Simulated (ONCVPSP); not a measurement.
# u(r) = r·R(r): atom against pseudo-atom (Co)

Columns: radius, all-electron u(r) and pseudo u(r) of the 3p shell (level -63.12 eV) of cobalt in the configuration [Ne] 3s2 3p6 3d7.5 4s1.5; PBE, scalar-relativistic, ONCV scheme, ONCVPSP 4.0.1.

| r (bohr) | all-electron | pseudo |
| --- | --- | --- |
| 0.070 | -0.4214 | 0.0363 |
| 0.140 | -0.6209 | 0.1397 |
| 0.210 | -0.4151 | 0.2952 |
| 0.280 | -0.0235 | 0.4815 |
| 0.350 | 0.3824 | 0.6747 |
| 0.420 | 0.7190 | 0.8524 |
| 0.490 | 0.9599 | 0.9973 |
| 0.560 | 1.1081 | 1.0992 |
| 0.630 | 1.1781 | 1.1545 |
| 0.700 | 1.1886 | 1.1663 |
| 0.770 | 1.1574 | 1.1418 |
| 0.840 | 1.0986 | 1.0896 |
| 0.910 | 1.0236 | 1.0192 |
| 0.980 | 0.9404 | 0.9386 |
| 1.050 | 0.8547 | 0.8540 |
| 1.120 | 0.7701 | 0.7699 |
| 1.190 | 0.6893 | 0.6892 |
| 1.260 | 0.6136 | 0.6135 |
| 1.330 | 0.5438 | 0.5437 |
| 1.400 | 0.4802 | 0.4801 |
| 1.470 | 0.4228 | 0.4227 |
| 1.540 | 0.3712 | 0.3712 |
| 1.610 | 0.3253 | 0.3252 |
| 1.680 | 0.2845 | 0.2845 |
| 1.750 | 0.2485 | 0.2484 |
| 1.820 | 0.2167 | 0.2167 |

Task: How many radial nodes do the two functions have?

Result: The all-electron 3p function has n − l − 1 = 1; the pseudo-wave has 0, since the states of the same l below it are removed with the core.

Task: At about which radius was the pseudo-wave matched?

Result: 1.25 bohr. The columns agree to 0.0005 from 1.12 bohr on; several derivatives are matched, so the curves merge somewhat inside the radius.

Task: Is the pseudo-wave norm-conserving?

Result: Yes: the ONCV scheme keeps the norm inside the radius equal to the all-electron one, which fixes the energy derivative of the logarithmic derivative at the level.
